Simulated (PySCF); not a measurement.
Si(H)(OH)(SH)2 (H4OS2Si), SMILES O[SiH](S)S. Atoms are numbered in the order given.

```xyz
8

Si    -0.5963    -0.0117     0.0527
O     -0.9191     0.1014     1.6966
S      0.5116     1.6214    -0.8175
S      0.7149    -1.6933    -0.1269
H     -1.8906    -0.1127    -0.7078
H     -1.6021     0.7540     1.9347
H     -0.5980     2.1726    -1.3858
H      0.1683    -2.3107     0.9597
```

Coordinates come from a PBE-D3(BJ)/def2-SVP optimisation. Other conformers were not sampled.

All values below come from B3LYP/def2-TZVP run with PySCF.

ESP charges are fitted to the potential on shells at 1.4 to 2.0 van der Waals radii. Atomic charges (e):

| atom | ESP fit | Mulliken | Löwdin |
|---|---|---|---|
| Si1 | 0.37 | 0.54 | -0.37 |
| O2 | -0.60 | -0.51 | ___ |
| S3 | -0.22 | -0.29 | 0.13 |
| S4 | -0.25 | -0.29 | 0.15 |
| H5 | -0.08 | -0.06 | ___ |
| H6 | 0.42 | 0.32 | 0.18 |
| H7 | 0.15 | 0.14 | ___ |
| H8 | 0.21 | 0.16 | ___ |

Q: Some entries are withheld; supply them. (The exact figures need the calculation; the answer reports its results.)

A: 
- O2, Löwdin: -0.15
- H5, Löwdin: -0.05
- H7, Löwdin: 0.05
- H8, Löwdin: 0.06

Computed Mayer and Wiberg (Löwdin basis) orders of the bonds:
```tsv
bond	Mayer	Wiberg
Si1–O2	1.16	1.67
Si1–S3	1.15	1.63
Si1–S4	1.17	1.65
Si1–H5	0.91	0.92
O2–H6	0.88	1.01
S3–H7	0.94	1.01
S4–H8	0.94	1.00
```
